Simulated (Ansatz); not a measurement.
Input for Ansatz (a first-principles code): U-wB97X-V/def2-TZVPP on ClH2Sb (SMILES [Cl][SbH2]), a point of a bond scan (R = 2.578 Å). Elements past Kr take the def2 small-core potentials; no spin–orbit coupling.

Ansatz 0.2 input:
```yaml
crystal:
  periodic: [false, false, false]
  atoms:
    - {symbol: Sb, position_ang: [-0.33564918, -0.34298871, 0.31866257]}
    - {symbol: H, position_ang: [0.16712785, -2.38036377, -1.17848434]}
    - {symbol: H, position_ang: [-1.71924546, 0.02483330, -0.63200022]}
    - {symbol: Cl, position_ang: [1.10810693, 1.12757821, -0.87884443]}
basis:
  gaussian:
    orbitals: def2-TZVPP
hamiltonian:
  xc: {name: wB97X-V}
magnetization: {spin_polarized: true, initial_magnetization: 0}
```

It printed:

```
WARN ansatz: RAYON_NUM_THREADS=1 ignored (pool sized by the plan → 1); use --threads N
Functional definition: wB97X-V
integrals: 0.06 GiB planned
864 factors; their error is unknown
integrals: 0.09 GiB planned
165 factors; integrals over basis functions are off by at most 3.8e-5 eV
mean field: 0.70 GiB planned
mean field evaluation 1: about -19088.3618 eV, gradient 1.1e1 eV
mean field evaluation 2: about -19088.7356 eV, gradient 1.1e1 eV
mean field evaluation 4: about -19089.2376 eV, gradient 3.2e-1 eV
mean field evaluation 8: about -19089.3723 eV, gradient 2.7e-2 eV
mean field evaluation 16: about -19089.3723 eV, gradient 4.2e-5 eV
mean field -19089.39005230 eV, -701.5221451686 hartree, gradient 2.0e-5 eV, S^2 0.195005; 3 other end points of the search recorded, 0 dependent functions left out
reference -19089.39005075 eV, -701.5221451118 hartree; 21, 21 occupied and 99, 99 virtual orbitals, 864 factors
Total energy: -19089.39005075 eV, -701.5221451118 hartree
```

The run converged. Its determinant has ⟨S²⟩ = 0.20, a mixture of spin states.

Cost: about 30 core-seconds (a rough figure).
